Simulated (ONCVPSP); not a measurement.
# Building the ONCV potential for oxygen (O) (LDA (Perdew-Wang 92), scalar-relativistic).

- Element: oxygen (O)
- Generator: ONCVPSP 4.0.1
- Type: optimised norm-conserving Vanderbilt (ONCV)
- Functional: LDA (Perdew-Wang 92)
- Relativity: scalar-relativistic
- Frozen core: [He]
- Valence charge: 6
- Reference configuration: 2s1.5 2p4.5
- Partial waves: 2s: rc 0.85 bohr, ncon 4, nbas 8, qcut 6.9 1/bohr, 1 projector; 2p: rc 2.05 bohr, ncon 4, nbas 7, qcut 5.5 1/bohr, 2 projectors, debl 0.6 Ha
- Local potential: polynomial inside 0.70 bohr (lpopt 5, dvloc0 0 Ha)
- Core correction: Teter function, fcfact 3.5, rcfact 1.2

- Cutoffs needed: 122 Ha and 232 Ha (the cutoffs (Ha) at which the residual kinetic energy of the hardest occupied pseudo-wave falls to 1 and 0.1 mHa per electron)
- Ghost test: no bound ghost flagged; no localised positive-energy state flagged
- Largest excitation error: +10803 meV (all-electron minus pseudo) for 2s2 2p0, out of 4 test configurations
- rms error of d²Exc/dni dnj: 1.74 mHa without and 0.72 mHa with the model core
